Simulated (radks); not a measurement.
Results of a calculation; reference values are marked as such.
Valence configurations of O3+ (all share [He]). Level of theory: scalar-relativistic Kohn-Sham, PBE, spin-unpolarised, spherical densities, finite nucleus; Fermi nuclear charge, rms radius 2.6991 fm (a radial shooting solver on a logarithmic mesh with Libxc functionals). Energies are relative to 2s2 2p1; eigenvalues in eV.

valence      E (eV)    e(2p)    e(2s)
2s2 2p1       0.000  -64.957  -79.490
2s1.5 2p1.5   7.279  -64.555  -79.139
2s1 2p2      14.584  -64.164  -78.798
2s0.5 2p2.5  21.913  -63.785  -78.468
2p3          29.267  -63.419        -

NIST lists [He] 2s2 2p1 as the ground configuration; this level of theory agrees among the configurations tried. The energies are those of spherical spin-averaged densities, not of single terms.
